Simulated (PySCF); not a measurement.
# C₆ coefficients of unlike pairs at MN15

Calculated with PySCF 2.14 from the dipole response of each species, C₆(A,B) = (3/π) ∫ α_A(iu) α_B(iu) du, in atomic units, from isotropic polarisabilities. For ions this is the dispersion term alone; charge-induced terms of lower order in 1/R come first.

```csv
species,configuration,basis,relativity,α (bohr³),C₆ (like pair)
Pd³⁺,[Kr] 4d7 (4F),"x2c-TZVPPall with one added diffuse shell each of s, p, d, f type (9s7p7d3f1g)",spin-free X2C,4.281,19.06
W⁺,[Xe] 4f14 5d4 6s1 (6D),def2-QZVPPD with the def2 core potential (60 electrons) (7s6p4d3f2g),core potential,36.19,311.5
Pd,[Kr] 4d10 (1S),"x2c-TZVPPall with one added diffuse shell each of s, p, d, f type (9s7p7d3f1g)",spin-free X2C,24.03,170.7
```

Estimate C₆ for W⁺ with Pd³⁺.

The integral gives 65.03. The combination rule 2 C_A C_B / (C_A α_B/α_A + C_B α_A/α_B) gives 59.98 and the geometric mean 77.06.

No spin-orbit coupling is included.

The other pairs:

```json
{"pair": "Pd, W⁺", "C₆": "228.1"}
{"pair": "Pd, Pd³⁺", "C₆": "51.97"}
```
